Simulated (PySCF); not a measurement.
Species: C5H10FNO.
Numbering: `[NH2:1][C@@H:2]1[CH2:3][CH2:4][O:5][CH2:6][C@@H:7]1[F:8]` (hydrogens: H9, H10 on N1; H11 on C2; H12, H13 on C3; H14, H15 on C4; H16, H17 on C6; H18 on C7)

Computed with PySCF 2.14.0, PBE0-D3(BJ)/def2-SVP geometry optimisation, gas phase.

Task: What internal coordinates does the optimisation give?

Result: 
```
         bond  length (Å)   order
        N1–C2       1.449  single
        C2–C3       1.530  single
        C3–C4       1.521  single
        C4–O5       1.408  single
        O5–C6       1.402  single
        C6–C7       1.520  single
        C7–F8       1.382  single
        C2–C7       1.523  single
N1–H9, N1–H10       1.018  single
       C2–H11       1.111  single
       C3–H12       1.103  single
       C3–H13       1.102  single
       C4–H14       1.106  single
       C4–H15       1.100  single
       C6–H16       1.100  single
       C6–H17       1.106  single
       C7–H18       1.104  single
```

Bonds in one row agree within 0.01 Å and their mean is given. Orders are formal, as drawn. A selection of angles:
```
    angle  degrees
 N1–C2–C3    110.5
 N1–C2–C7    108.5
 C3–C2–C7    107.7
 C2–C3–C4    110.8
 C3–C4–O5    111.1
 C4–O5–C6    112.3
 O5–C6–C7    110.1
 C6–C7–F8    109.2
 C2–C7–C6    111.3
 C2–C7–F8    109.5
 H9–N1–C2    109.5
H10–N1–C2    110.6
```

Torsions: N1–C2–C3–C4 -66° (synclinal); C2–C3–C4–O5 -56° (synclinal); C3–C4–O5–C6 61° (synclinal); C4–O5–C6–C7 -62° (synclinal); O5–C6–C7–F8 179° (antiperiplanar); N1–C2–C7–C6 66° (synclinal).

H9 on N1 lies 2.34 Å from F8, 4 bonds away (angle at H 102°; Bondi radii sum to 2.67 Å). Of the pairs four or more bonds apart, those above aside, N1···H17 is among the closest relative to their van der Waals radii: 2.65 Å, 96 % of the sum of Bondi's values. The 6-membered ring C2–C3–C4–O5–C6–C7 has internal angles of 107.7° to 112.3° (sum 663°, against 720° for a flat polygon); it is puckered, 0.23 Å rms from its mean plane, widest ring torsion 62°. N1 (primary amine nitrogen) is pyramidal (angles 110.6°, 109.5° and 107.2°, sum 327.2°, 0.38 Å off the plane of its three neighbours).

Point group: C1 (no symmetry element, even within 0.4 Å). PBE0-D3(BJ)/def2-SVP frequencies: not computed here. The numbers are those of one conformer (H–N1–C2–C3 174° and -68°, N1–C2–C3–C4 -66°, C2–C3–C4–O5 -56°, C3–C4–O5–C6 61°, C4–O5–C6–C7 -62°).
